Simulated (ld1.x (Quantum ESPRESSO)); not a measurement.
## What one change does to a pseudopotential (ytterbium, PAW)

```
Element                 : ytterbium (Yb)
Generator               : ld1.x (Quantum ESPRESSO) 7.5
Type                    : PAW
Functional              : PBE
Relativity              : scalar-relativistic
Frozen core             : [Kr] 4d10 4f14
Valence charge          : 10
Reference configuration : 5s2 5p6 5d0 6s2 6p0
Partial waves           : 5s (bound): rcut 1.65, rcutus 2.20 bohr; 6s (bound): rcut 1.65, rcutus 2.20 bohr; 5p (bound): rcut 1.95, rcutus 2.05 bohr; 6p (bound, empty): rcut 1.95, rcutus 2.05 bohr; 5d (bound, empty): rcut 2.60, rcutus 2.85 bohr; 5d channel at 0.8 Ry: rcut 2.60, rcutus 2.85 bohr
Local potential         : all-electron potential smoothed inside 2.80 bohr (lloc = -1)
Core correction         : Bessel-smoothed model core inside 1.30 bohr
Augmentation charge     : GAUSS, radius 1.65 bohr
```

All-electron outer shells of the reference configuration (PBE, scalar-relativistic, ld1.x):

```
shell  level (eV)  outermost node (bohr)  outermost maximum (bohr)
   4d     -177.93                   0.24                      0.49
   5s      -54.92                   0.58                      1.07
   5p      -27.42                   0.62                      1.24
   6s       -3.92                   1.47                      3.28
   4f       -3.01                      –                      0.49
   6p       -1.11                   1.81                      4.66
   5d       -0.67                   0.70                      2.12
```

Change: all radii but the core radius scaled by about 1.35 (s 2.96, p 2.76, d 3.84 bohr, rcut 2.22/2.62/3.50); local potential all-electron potential smoothed inside 3.76 bohr (lloc = -1); augmentation GAUSS, radius 2.22 bohr.

Cutoffs: the cutoffs (Ry, on a coarse ladder) from which the occupation-weighted sum of valence levels, in a spherical-Bessel basis at the reference potential, stays within 10 and 1 mRy of its value at 400 Ry; they do not see the model core or the augmentation charge, which bear on the density cutoff. Errors are all-electron minus pseudo energies relative to the spin-unpolarised reference configuration.

**Question.** What does the change do?

**Answer.** The potential gets softer (21 Ry and 35 Ry → 12 Ry and 18 Ry); the number of tests with a reliable result goes from 7 to 0 (the test run of the changed file stopped, so its transferability is not established); neither file shows a bound ghost. A larger radius leaves more room for a smooth pseudo-wave, so fewer plane waves are needed.

| quantity | base | changed |
| --- | --- | --- |
| cutoff, loose | 21 Ry | 12 Ry |
| cutoff, tight | 35 Ry | 18 Ry |
| loose cutoff by channel (10 mRy a level) | s 15 Ry, p 15 Ry | s 10 Ry, p 8 Ry |
| bound ghosts | none | none |
| tests with a reliable result | 7 of 7 | 0 of 7 (the test run stopped) |
| lowest overlap eigenvalue by channel | s 0.11, p 0.18, d 0.99 | s 0.15, p 0.08, d 0.21 |
